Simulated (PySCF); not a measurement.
**Two-component Hartree-Fock for Ag²⁰⁺ (silver, charge +20)**

Start: [Ar] 3d9; 3d3/2 filled at m_j = -3/2, -1/2, +1/2, +3/2; 3d5/2 filled at m_j = -3/2, -1/2, +1/2, +3/2, +5/2. Calculated with PySCF 2.14 in an uncontracted even-tempered set (17 s from 2.3 bohr⁻², ratio 2.8; 13 p from 2.9 bohr⁻², ratio 2.8; 8 d from 2.9 bohr⁻², ratio 2.8; 4 f from 14 bohr⁻², ratio 3): generalised Hartree-Fock with the X2C-1e Hamiltonian and a Gaussian nucleus; one run each with spin-orbit coupling (SO) switched off, then screened by Boettger's factors.

| spinor shell | electrons | ε, spin-free (eV) | ε, screened SO (eV) | weight of nominal j (screened SO) | rms radius, screened SO (bohr) |
| --- | --- | --- | --- | --- | --- |
| 1s1/2 | 2 | -26258.8 | -26256.9 | 1.000 | 0.0357 |
| 2s1/2 | 2 | -4460.5 | -4459.8 | 1.000 | 0.146 |
| 2p1/2 | 2 | -4057.9 | -4180.7 | 1.000 | 0.126 |
| 2p3/2 | 4 | -4057.9 | -4001.0 | 1.000 | 0.131 |
| 3s1/2 | 2 | -1298.9 | -1298.7 | 1.000 | 0.385 |
| 3p1/2 | 2 | -1162.9 | -1188.3 | 0.995 | 0.377 |
| 3p3/2 | 4 | -1162.9 | -1151.0 | 0.998 | 0.387 |
| 3d3/2 | 4 | -957.07 | -961.80 | 0.961 | 0.357 |
| 3d5/2 | 5 | -957.07 | -953.60 | 0.969 | 0.360 |

```
   quantity    spin-free  screened SO
E (hartree)  -5133.20861  -5134.27514
        M_J          5/2          5/2
       ⟨J²⟩        8.750        8.750
       ⟨L²⟩        6.000        6.009
       ⟨S²⟩        0.750        0.759
```

Each row is a mean over spinors that exchange with the open shell spreads, by up to 15.834 eV (3p3/2).

Breit and QED terms are absent; they matter most for the inner s and p1/2 levels.

Densities and radii are taken from the X2C orbitals without a picture-change correction, which distorts them close to the nucleus.

Without spin-orbit coupling the j labels of p, d and f shells carry no meaning; the spin-free column gives the mean over the occupied spinors of each nl shell.
